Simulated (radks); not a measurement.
Effect of the nuclear size on neutral selenium, [Ar] 3d10 4s2 4p4. All-electron calculation, Dirac Kohn-Sham, exchange-only LDA, spin-unpolarised, spherical densities, finite nucleus; open shells are shared between the two j in proportion to 2j + 1; Fermi nuclear charge, rms radius 4.14 fm. Program: a radial shooting solver on a logarithmic mesh with Libxc functionals. The rms radius is varied about that value; shifts are against it.

| rms radius (fm) | total energy shift (eV) | density at nucleus (e/bohr^3) | 1s1/2 shift (meV) | 2s1/2 shift (meV) | 3p1/2 shift (meV) | 4s1/2 shift (meV) |
|---|---|---|---|---|---|---|
| 3.6805 | -0.0973 | 3.989e+04 | -41.4 | -4.11 | 0.060 | -0.060 |
| 3.9413 | -0.0434 | 3.97e+04 | -18.4 | -1.83 | 0.027 | -0.027 |
| 4.14 | 0 | 3.956e+04 | 0.000 | 0.000 | 0.000 | 0.000 |
| 4.4008 | 0.0600 | 3.939e+04 | 25.5 | 2.53 | -0.037 | 0.037 |
| 4.8645 | 0.175 | 3.911e+04 | 74.3 | 7.39 | -0.109 | 0.109 |

Slopes of the eigenvalues against <r^2> in GHz/fm^2, as finite differences over the two radii next to the reference (eigenvalue slopes, not the field-shift constants of lines): 1s1/2 2770, 2s1/2 275, 3p1/2 -4.05, 4s1/2 4.05.
